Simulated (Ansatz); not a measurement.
Ansatz (a quantum-chemistry and plane-wave program) input (MP2/cc-pV(D+d)Z): A basis named .json is the Basis Set Exchange file of that set (core-valence sets with the plain set on hydrogen).

Ansatz 0.2 input:
```yaml
crystal:
  periodic: [false, false, false]
  atoms:
    - {symbol: Si, position_ang: [-0.87920555, -0.78195471, 1.06171613]}
    - {symbol: H, position_ang: [-1.89911641, -1.21899959, 0.01694135]}
    - {symbol: Br, position_ang: [0.40594269, 0.34761045, -0.42517049]}
basis:
  gaussian:
    orbitals: cc-pV_D+d_Z.json
magnetization: {spin_polarized: false}
correlation: {method: mp2, electrons: outside_noble_gas}
output: {forces: true}
```

Output:

```
Functional definition: HF
integrals: 0.01 GiB planned
616 factors; integrals over basis functions are off by at most 1.1e-3 eV
mean field: 0.18 GiB planned
mean field evaluation 1: about -77875.6053 eV, gradient 1.1e1 eV
mean field evaluation 2: about -77875.6060 eV, gradient 1.1e1 eV
mean field evaluation 4: about -77876.1711 eV, gradient 1.2e0 eV
mean field evaluation 8: about -77876.1829 eV, gradient 8.0e-4 eV
mean field -77876.18290903 eV, -2861.8969355342 hartree, gradient 2.3e-6 eV, S^2 0.000000; 0 other end points of the search recorded, 0 dependent functions left out; unrestricted orbitals would lower it
19 core orbitals not correlated
reference -77876.18290903 eV, -2861.8969355342 hartree; 6, 6 occupied and 30, 30 virtual orbitals, 616 factors
densities: 0.09 GiB planned
second order -5.30395538 eV of doubles, -0.00000000 eV of singles
the calculation of the forces begins
mean field evaluation 16: about -77876.1826 eV, gradient 3.2e-2 eV
Total energy: -77881.48686441 eV, -2862.0918522993 hartree
Atom 0 at    -0.879206    -0.781955     1.061716 Å, force    -0.016352     0.019500    -0.145123 eV/Å
Atom 1 at    -1.899116    -1.219000     0.016941 Å, force     0.038537     0.007306     0.084068 eV/Å
Atom 2 at     0.405943     0.347610    -0.425170 Å, force    -0.022185    -0.026807     0.061056 eV/Å
Dipole moment:    -0.176608    -0.140088     0.131010 e Å
```
